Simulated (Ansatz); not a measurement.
**Nudged elastic band run: H6NSbSi**

input.yaml

```yaml
crystal:
  periodic: [false, false, false]
  atoms:
    - { symbol: "N", position_ang: [-0.653798, 0.721583, -1.368617] }
    - { symbol: Si, position_ang: [0.252455, 0.628754, 0.115058] }
    - { symbol: Sb, position_ang: [-0.517862, -1.442933, 1.51965] }
    - { symbol: H, position_ang: [-0.641054, 0.009242, -2.085887] }
    - { symbol: H, position_ang: [-1.117259, 1.568218, -1.669369] }
    - { symbol: H, position_ang: [-0.064854, 1.876561, 0.867418] }
    - { symbol: H, position_ang: [1.731556, 0.569457, -0.098778] }
    - { symbol: H, position_ang: [0.125108, -2.502873, 0.318624] }
    - { symbol: H, position_ang: [0.974206, -1.474308, 2.384902] }
basis:
  gaussian: { orbitals: def2-SVPD }
hamiltonian:
  xc: b3lyp
neb:
  order_check: false
  images: 5
  f_tol: 0.03
  max_iterations: 60
  final_atoms:
    - { symbol: "N", position_ang: [-0.56748629, 0.88363886, -1.43126601] }
    - { symbol: Si, position_ang: [0.28693048, 0.60720366, 0.06624057] }
    - { symbol: Sb, position_ang: [-0.5805939, -1.43741192, 1.4755869] }
    - { symbol: H, position_ang: [-0.39439353, 0.30403125, -2.24357956] }
    - { symbol: H, position_ang: [-1.5101888, 1.25365831, -1.43927202] }
    - { symbol: H, position_ang: [0.10818234, 1.82200211, 0.91349337] }
    - { symbol: H, position_ang: [1.72602435, 0.42576071, -0.27369776] }
    - { symbol: H, position_ang: [0.21312286, -2.54457517, 0.41810731] }
    - { symbol: H, position_ang: [0.80690049, -1.3606068, 2.49738821] }
  initial_path:
    images:
      - { positions_ang: [[-0.653798, 0.721583, -1.368617], [0.252455, 0.628754, 0.115058], [-0.517862, -1.442933, 1.51965], [-0.641054, 0.009242, -2.085887], [-1.117259, 1.568218, -1.669369], [-0.064854, 1.876561, 0.867418], [1.731556, 0.569457, -0.098778], [0.125108, -2.502873, 0.318624], [0.974206, -1.474308, 2.384902]] }
      - { positions_ang: [[-0.65832057, 0.71884718, -1.37843292], [0.23637837, 0.62568173, 0.11357737], [-0.53286216, -1.44144057, 1.45900221], [-0.71041899, -0.062666, -1.98595555], [-1.03902556, 1.62083596, -1.67733468], [-0.05589842, 1.85993362, 0.89174128], [1.7110495, 0.55412801, -0.12682698], [0.19645927, -2.49039461, 0.27973027], [0.94113656, -1.43122433, 2.40750001]] }
      - { positions_ang: [[-0.66284313, 0.71611136, -1.38824884], [0.22030173, 0.62260946, 0.11209675], [-0.54786232, -1.43994815, 1.39835442], [-0.77978398, -0.13457399, -1.88602411], [-0.96079213, 1.67345392, -1.68530037], [-0.04694283, 1.84330624, 0.91606456], [1.690543, 0.53879902, -0.15487596], [0.26781055, -2.47791622, 0.24083654], [0.90806712, -1.38814065, 2.43009802]] }
      - { positions_ang: [[-0.6673657, 0.71337554, -1.39806477], [0.2042251, 0.61953719, 0.11061612], [-0.56286248, -1.43845572, 1.33770662], [-0.84914897, -0.20648199, -1.78609266], [-0.88255869, 1.72607188, -1.69326605], [-0.03798725, 1.82667887, 0.94038784], [1.67003649, 0.52347003, -0.18292494], [0.33916182, -2.46543782, 0.2019428], [0.87499768, -1.34505698, 2.45269603]] }
      - { positions_ang: [[-0.63407256, 0.77012998, -1.40913185], [0.23179356, 0.61542601, 0.09582427], [-0.56877295, -1.43810779, 1.38366671], [-0.69756382, -0.03631091, -1.93858829], [-1.09176873, 1.56860069, -1.60860138], [0.01073595, 1.82511995, 0.93142302], [1.68869911, 0.49090026, -0.21318254], [0.29714883, -2.49181694, 0.27399764], [0.85229862, -1.35024025, 2.46759342]] }
      - { positions_ang: [[-0.60077943, 0.82688442, -1.42019893], [0.25936202, 0.61131484, 0.08103242], [-0.57468342, -1.43775985, 1.42962681], [-0.54597868, 0.13386017, -2.09108393], [-1.30097876, 1.4111295, -1.5239367], [0.05945915, 1.82356103, 0.92245819], [1.70736173, 0.45833048, -0.24344015], [0.25513585, -2.51819605, 0.34605248], [0.82959955, -1.35542353, 2.48249081]] }
      - { positions_ang: [[-0.56748629, 0.88363886, -1.43126601], [0.28693048, 0.60720366, 0.06624057], [-0.5805939, -1.43741192, 1.4755869], [-0.39439353, 0.30403125, -2.24357956], [-1.5101888, 1.25365831, -1.43927202], [0.10818234, 1.82200211, 0.91349337], [1.72602435, 0.42576071, -0.27369776], [0.21312286, -2.54457517, 0.41810731], [0.80690049, -1.3606068, 2.49738821]] }
```

Run as:

```bash
$ ansatz run input.yaml --threads 2 --pin off --max-ram 3072MiB --backend cpu --events-out ev --progress --plain --runs-dir out
```

Output, in part (warnings, iteration lines, the closing report on the highest movable image, with atoms numbered from 0):

```
NEB end point (image 0): max|allowed force component| = 5.167e-3 eV/Å (the criterion of neb.relax_end_points is 1.000e-2)
NEB end point (image 6): max|allowed force component| = 4.506e-3 eV/Å (the criterion of neb.relax_end_points is 1.000e-2)
NEB iter   1: max|band force component| = 4.243e0 eV/Å  barrier→ = 0.5695 eV  barrier← = 0.5830 eV  Δτ_max = 0.1983 Å  (177 SCF iters)
NEB iter   2: max|band force component| = 1.553e0 eV/Å  barrier→ = 0.3087 eV  barrier← = 0.3222 eV  Δτ_max = 0.2000 Å  (136 SCF iters)
NEB iter   3: max|band force component| = 1.145e0 eV/Å  barrier→ = 0.1017 eV  barrier← = 0.1152 eV  Δτ_max = 0.2000 Å  (129 SCF iters)
NEB iter   4: max|band force component| = 8.399e-1 eV/Å  barrier→ = 0.0387 eV  barrier← = 0.0522 eV  Δτ_max = 0.1196 Å  (134 SCF iters)
NEB iter   5: max|band force component| = 6.801e-1 eV/Å  barrier→ = 0.0321 eV  barrier← = 0.0456 eV  Δτ_max = 0.0731 Å  (130 SCF iters)
NEB iter   6: max|band force component| = 3.537e-1 eV/Å  barrier→ = 0.0041 eV  barrier← = 0.0176 eV  CI = image 3  Δτ_max = 0.0572 Å  (122 SCF iters)
NEB iter   7: max|band force component| = 1.196e-1 eV/Å  barrier→ = 0.0026 eV  barrier← = 0.0161 eV  CI = image 2  Δτ_max = 0.0341 Å  (123 SCF iters)
NEB iter   8: max|band force component| = 1.011e-1 eV/Å  barrier→ = 0.0020 eV  barrier← = 0.0155 eV  CI = image 2  Δτ_max = 0.0231 Å  (120 SCF iters)
NEB iter   9: max|band force component| = 5.480e-2 eV/Å  barrier→ = 0.0016 eV  barrier← = 0.0151 eV  CI = image 2  Δτ_max = 0.0326 Å  (121 SCF iters)
NEB iter  10: max|band force component| = 9.161e-2 eV/Å  barrier→ = 0.0013 eV  barrier← = 0.0148 eV  CI = image 2  Δτ_max = 0.0163 Å  (124 SCF iters)
NEB iter  11: max|band force component| = 4.625e-2 eV/Å  barrier→ = 0.0009 eV  barrier← = 0.0144 eV  CI = image 2  Δτ_max = 0.0163 Å  (120 SCF iters)
NEB iter  12: max|band force component| = 5.334e-2 eV/Å  barrier→ = 0.0006 eV  barrier← = 0.0141 eV  CI = image 2  Δτ_max = 0.0081 Å  (122 SCF iters)
NEB iter  13: max|band force component| = 4.123e-2 eV/Å  barrier→ = 0.0005 eV  barrier← = 0.0139 eV  CI = image 2  Δτ_max = 0.0081 Å  (117 SCF iters)
NEB iter  14: max|band force component| = 3.453e-2 eV/Å  barrier→ = 0.0003 eV  barrier← = 0.0137 eV  CI = image 2  Δτ_max = 0.0081 Å  (114 SCF iters)
NEB iter  15: max|band force component| = 1.762e-1 eV/Å  barrier→ = 0.0002 eV  barrier← = 0.0136 eV  CI = image 1  Δτ_max = 0.0081 Å  (110 SCF iters)
NEB iter  16: max|band force component| = 3.703e-2 eV/Å  barrier→ = 0.0002 eV  barrier← = 0.0136 eV  CI = image 2  Δτ_max = 0.0163 Å  (111 SCF iters)
NEB iter  17: max|band force component| = 1.523e-1 eV/Å  barrier→ = -0.0000 eV  barrier← = 0.0134 eV  CI = image 1  Δτ_max = 0.0163 Å  (122 SCF iters)
NEB iter  18: max|band force component| = 5.293e-2 eV/Å  barrier→ = -0.0001 eV  barrier← = 0.0134 eV  CI = image 1  Δτ_max = 0.0326 Å  (122 SCF iters)
NEB iter  19: max|band force component| = 2.575e-2 eV/Å  barrier→ = -0.0001 eV  barrier← = 0.0134 eV  CI = image 1  Δτ_max = 0.0000 Å  (248 SCF iters)
Total energy: -16002.83689358 eV, -588.0934087265 hartree
Atom 0 at    -0.639385     0.732237    -1.379474 Å, force     0.015528    -0.003128     0.015352 eV/Å
Atom 1 at     0.256035     0.625039     0.109139 Å, force     0.000045     0.001058     0.000934 eV/Å
Atom 2 at    -0.521370    -1.442725     1.518381 Å, force     0.005193    -0.004945    -0.000082 eV/Å
Atom 3 at    -0.630809     0.025927    -2.102383 Å, force    -0.003950     0.005384    -0.002845 eV/Å
Atom 4 at    -1.153950     1.560537    -1.644504 Å, force    -0.007438    -0.002044    -0.008271 eV/Å
Atom 5 at    -0.055883     1.872636     0.863873 Å, force    -0.000440    -0.000476    -0.002118 eV/Å
Atom 6 at     1.733896     0.555493    -0.105675 Å, force    -0.001505    -0.000408    -0.002227 eV/Å
Atom 7 at     0.135260    -2.507756     0.329617 Å, force    -0.005666     0.000229    -0.004030 eV/Å
Atom 8 at     0.964703    -1.467688     2.394028 Å, force    -0.001767     0.004331     0.003287 eV/Å
Dipole moment:    -0.142353     0.131312    -0.246684 e Å
```

The forces met the threshold. The highest image is an end point: on this band no image between the ends rises above it.

Final band (atoms are numbered from 1 in the order of the input):

| image | path coordinate (Å) | energy (eV) | height of N1 over the plane of its neighbours (Å) |
| --- | --- | --- | --- |
| 0 | 0.00 | 0.000 | -0.06 |
| 1 | 0.06 | 0.000 | -0.03 |
| 2 | 0.23 | -0.001 | 0.04 |
| 3 | 0.40 | -0.005 | 0.12 |
| 4 | 0.57 | -0.010 | 0.16 |
| 5 | 0.74 | -0.013 | 0.17 |
| 6 | 0.91 | -0.013 | 0.18 |

Run time: 6.1 min on 2 threads of Arm Neoverse V1 (shared host), peak memory 0.31 GiB.
